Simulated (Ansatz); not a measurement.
Species: C5H4, SMILES `C#CC1C=C1` (charge 0, multiplicity 1).

Task: Give a relaxed geometry from PBE0-D3(BJ)/def2-TZVP (Ansatz, a program for electronic structure).

Result: the end point of this relaxation (outside a Z-matrix the atoms follow the SMILES, hydrogens last).
Cartesian coordinates (Å) in one orientation:
```xyz
9

C      2.185    -0.137    -0.791
C      1.129    -0.065    -0.221
C     -0.133     0.021     0.469
C     -1.307     0.716    -0.164
C     -1.380    -0.565    -0.136
H      3.118    -0.200    -1.299
H     -0.036     0.039     1.555
H     -1.699     1.678    -0.448
H     -1.877    -1.489    -0.378
```
